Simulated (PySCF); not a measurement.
# SeO₂I₂: from structure and modes to constants

Computed with PBE in PySCF with Se def2-SVP, O def2-SVP, I def2-SVP with ECP28; scalar-relativistic core potentials, no spin–orbit coupling; density-fitted integrals.

The singlet minimum has C2v symmetry. Masses (u): Se 79.91652, O 15.99492, I 126.90447.

```xyz
5
charge 0 multiplicity 1, angstrom
Se   -1.0792    0.0000    0.0000
O    -1.8713    1.4163    0.0000
O    -1.8713   -1.4163    0.0000
I     0.5755    0.0000   -2.0669
I     0.5755    0.0000    2.0669
```

Harmonic wavenumbers (cm⁻¹): 62.5 (a1, ×1), 148.5 (a2, ×1), 161.8 (b1, ×1), 163.0 (a1, ×1), 164.3 (b2, ×1), 283.2 (b2, ×1), 320.3 (a1, ×1), 914.6 (a1, ×1), 989.5 (b1, ×1).

Problem. Find the principal moments of inertia and the rotational constants. What kind of rotor is it?

Solution. About the centre of mass I = 353.31, 1148.5, 1373.5 u Å². With B = 16.8576/I this gives 0.04771, 0.01468, 0.01227 cm⁻¹. The molecule is an asymmetric top with κ = -0.86.

Problem. What is the harmonic zero-point energy?

Solution. Half the sum of all 9 wavenumbers, 3208/2 = 1604 cm⁻¹, which is 19.2 kJ/mol (1 cm⁻¹ = 0.0119627 kJ/mol).

Problem. Find the vibrational entropy and heat capacity at 298.15 K.

Solution. With u = 1.43878 ω/T, each mode gives S = R[u/(eᵘ−1) − ln(1−e⁻ᵘ)] and C = R u² eᵘ/(eᵘ−1)².
| ω (cm⁻¹) | u | S (J/(mol K)) | C (J/(mol K)) |
| --- | --- | --- | --- |
| 62.5 | 0.302 | 18.31 | 8.25 |
| 148.5 | 0.716 | 11.26 | 7.97 |
| 161.8 | 0.781 | 10.58 | 7.90 |
| 163.0 | 0.787 | 10.52 | 7.90 |
| 164.3 | 0.793 | 10.46 | 7.89 |
| 283.2 | 1.367 | 6.34 | 7.13 |
| 320.3 | 1.546 | 5.47 | 6.84 |
| 914.6 | 4.413 | 0.55 | 2.01 |
| 989.5 | 4.775 | 0.41 | 1.63 |
The sums over all modes are S = 73.9 and C = 57.5 J/(mol K); the softest mode gives 25 % of the entropy.

Problem. Give the standard entropy (298.15 K, 1 bar) by its translational, rotational, vibrational and spin parts, and Cp.

Solution. Sackur–Tetrode with M = 365.72 u gives 182.5; rotation with symmetry number 2 gives 126.5; vibration 73.9; spin R ln 1 = 0.0. The total is 382.8 J/(mol K), and Cp = 4 R + 57.5 = 90.8 J/(mol K).

This need not be the most stable arrangement of these atoms.
